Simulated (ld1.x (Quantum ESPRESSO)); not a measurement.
# What one change does to a pseudopotential (indium (In), TM)

* Element: indium
* Generator: ld1.x (Quantum ESPRESSO) 7.5
* Type: norm-conserving Troullier–Martins (Kleinman–Bylander form)
* Functional: LDA (PZ)
* Relativity: fully relativistic
* Frozen core: [Kr]
* Valence charge: 13
* Reference configuration: 4d10 5s2 5p1
* Partial waves: 5p (bound): rc 2.80 bohr; 4d (bound): rc 1.85 bohr; 5s (bound): rc 2.20 bohr
* Local potential: the s channel
* Core correction: a·sin(br)/r model core, default radius (core density twice the valence density)

Open shells are filled in proportion to 2j + 1 (rel_dist='average').

Change: wave 4d (bound): rc 1.85 bohr becomes 4d (bound): rc 1.56 bohr.

Cutoffs: the cutoffs (Ry, on a coarse ladder) from which the occupation-weighted sum of valence levels, in a spherical-Bessel basis at the reference potential, stays within 10 and 1 mRy of its value at 400 Ry; they do not see the model core or the augmentation charge, which bear on the density cutoff. Errors are all-electron minus pseudo energies relative to the spin-unpolarised reference configuration.

Task: How do hardness, ghosts and transferability respond?

Result: The potential gets harder (70 Ry and 110 Ry → 80 Ry and 140 Ry); the errors of the 7 common tests hardly move; neither file shows a bound ghost. A smaller radius makes the pseudo-wave follow the all-electron one further in, where it bends more sharply, so more plane waves are needed.

| quantity | base | changed |
| --- | --- | --- |
| cutoff, loose | 70 Ry | 80 Ry |
| cutoff, tight | 110 Ry | 140 Ry |
| loose cutoff by channel (10 mRy a level) | p 6 Ry, d 55 Ry, s 8 Ry | p 6 Ry, d 70 Ry, s 8 Ry |
| bound ghosts | none | none |
| error for 4d10 5s2 5p0, meV [ΔE 5.61 eV] | -0.9 | -1.0 |
| error for 4d10 5s1 5p0, meV [ΔE 25.27 eV] | -9.8 | -11 |
| error for 4d10 5s0 5p0, meV [ΔE 54.01 eV] | -50 | -53 |
| error for 4d10 5s0 5p3, meV [ΔE 12.13 eV] | -3.1 | -3.3 |
| error for 4d9 5s2 5p2, meV [ΔE 18.18 eV] | -251 | -279 |
| error for 4d10 5s2 5p0.5, meV [ΔE 2.05 eV] | -0.1 | -0.1 |
| error for 4d10 5s2 5p1.3, meV [ΔE -0.58 eV] | +0.1 | 0.0 |
| s: phases at 3.05 bohr within 0.05 rad from the reference energy up to (Ry; the scan ends near 5) | 1.8 | 1.8 |
| p1/2: phases at 3.05 bohr within 0.05 rad from the reference energy up to (Ry; the scan ends near 5) | 2.7 | 2.7 |
| p3/2: phases at 3.05 bohr within 0.05 rad from the reference energy up to (Ry; the scan ends near 5) | 2.6 | 2.6 |
| d3/2: phases at 3.05 bohr within 0.05 rad from the reference energy up to (Ry; the scan ends near 5) | 0.3 | 0.3 |
| d5/2: phases at 3.05 bohr within 0.05 rad from the reference energy up to (Ry; the scan ends near 5) | 0.4 | 0.4 |
